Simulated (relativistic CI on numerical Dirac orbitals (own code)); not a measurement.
## Cr²⁺ (3d4) in a crystal field

Calculated by Dirac-Coulomb-Breit CI, separate exchange-only KLI orbitals for each configuration, QED by a radiative potential, valence Slater integrals scaled by 0.85, one configuration in a parametric crystal field (own radial code).

Field parameters in Wybourne normalisation: D4h B²₀ = −7Ds, B⁴₀ = 21(Dq − Dt), B⁴₄ = 21√(5/14) Dq. The field is a parameter set, without covalency.

S and J are read from ⟨S²⟩ = S(S + 1) and ⟨J²⟩ = J(J + 1) of each level; they are not fictitious spins.

D4h, 10Dq = 17500, Ds = -1500, Dt = 370 cm⁻¹, the lowest 10 levels:

```csv
E (cm⁻¹),Degeneracy,Irrep,S,J
0.0,1,A1,1.99,2.97
6.8,2,E,1.99,2.98
26.9,1,B1,2.00,2.99
26.9,1,B2,2.00,2.99
2599,1,A1,1.01,4.10
2600,2,E,1.01,4.11
4159,1,A2,2.00,2.97
4159,1,A1,2.00,2.97
4170,2,E,2.00,2.98
4174,1,B1,2.00,2.98
```

D4h, 10Dq = 17500, Ds = -1090, Dt = 370 cm⁻¹, the lowest 16 levels:

| E (cm⁻¹) | Degeneracy | Irrep | S | J |
| --- | --- | --- | --- | --- |
| 0.0 | 1 | A1 | 1.99 | 2.97 |
| 6.8 | 2 | E | 1.99 | 2.98 |
| 27.2 | 1 | B1 | 2.00 | 2.99 |
| 27.2 | 1 | B2 | 2.00 | 2.99 |
| 2517 | 1 | A1 | 1.92 | 3.11 |
| 2521 | 1 | A2 | 2.00 | 2.97 |
| 2531 | 2 | E | 1.96 | 3.05 |
| 2535 | 1 | B1 | 2.00 | 2.99 |
| 2556 | 2 | E | 1.07 | 4.06 |
| 2557 | 1 | A1 | 1.14 | 4.00 |
| 7204 | 1 | A1 | 1.00 | 4.37 |
| 7209 | 1 | A2 | 1.00 | 4.40 |
| 7296 | 2 | E | 1.00 | 4.16 |
| 7376 | 1 | B2 | 1.00 | 3.92 |
| 7385 | 1 | B1 | 1.00 | 3.90 |
| 11862 | 1 | B2 | 0.02 | 4.70 |

D4h, 10Dq = 17500, Ds = -680, Dt = 370 cm⁻¹, the lowest 16 levels:

| E (cm⁻¹) | Degeneracy | Irrep | S | J |
| --- | --- | --- | --- | --- |
| 0.0 | 1 | A1 | 1.99 | 2.97 |
| 6.9 | 2 | E | 1.99 | 2.98 |
| 27.5 | 1 | B1 | 2.00 | 2.99 |
| 27.5 | 1 | B2 | 2.00 | 2.99 |
| 884 | 1 | A1 | 2.00 | 2.97 |
| 884 | 1 | A2 | 2.00 | 2.97 |
| 894 | 2 | E | 2.00 | 2.98 |
| 897 | 1 | B1 | 2.00 | 2.99 |
| 2501 | 1 | A1 | 1.01 | 4.12 |
| 2503 | 2 | E | 1.01 | 4.12 |
| 6037 | 1 | A1 | 1.00 | 4.35 |
| 6040 | 1 | A2 | 1.00 | 4.38 |
| 6131 | 2 | E | 1.00 | 4.14 |
| 6215 | 1 | B2 | 1.00 | 3.92 |
| 6222 | 1 | B1 | 1.00 | 3.90 |
| 11746 | 1 | B2 | 0.02 | 4.69 |

The free-ion ground term has S = 2. Every field shown keeps that spin.

Levels of this model without a field, named by their leading LS term: ⁵D0 0, ⁵D1 58, ⁵D2 170, ⁵D3 332, ⁵D4 538, ³H4 16637, ³H5 16743, ³H6 16858 cm⁻¹.
